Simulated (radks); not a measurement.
Task: All-electron atom: the neodymium ion Nd15+ in [Kr] 4d9. Calculated with a radial shooting solver on a logarithmic mesh with Libxc functionals: scalar-relativistic Kohn-Sham, PBEsol, spin-polarised, spherical densities, finite nucleus; open shells are filled with parallel spins first (spin-orbit coupling, left out, can overturn this in heavy ions); Fermi nuclear charge, rms radius 4.9123 fm. Some entries of the table are withheld. Estimate them.

orbital  occ.  eigenvalue (eV)  r(max) (bohr)
1s up       1        -43695.85        0.01510
1s down     1        -43695.84        0.01510
2s up       1        -7333.440        0.08553
2s down     1        -7332.873        0.08553
2p up       3        -6590.586        0.06893
2p down     3        -6590.135        0.06893
3s up       1        -1837.550         0.2438
3s down     1        -1837.241         0.2438
3p up       3        -1603.211         0.2387
3p down     3        -1602.871         0.2387
3d up       5        -1278.175            (1)
3d down     5        -1277.682            (2)
4s up       1              (3)         0.5585
4s down     1              (4)         0.5585
4p up       3        -522.0409         0.5800
4p down     3        -520.6025         0.5800
4d up       5              (5)         0.5986
4d down     4              (6)         0.5986

Result: 
(1) 3d up r(max) (bohr): 0.1959
(2) 3d down r(max) (bohr): 0.1959
(3) 4s up eigenvalue (eV): -601.3309
(4) 4s down eigenvalue (eV): -599.8766
(5) 4d up eigenvalue (eV): -408.7254
(6) 4d down eigenvalue (eV): -407.3174
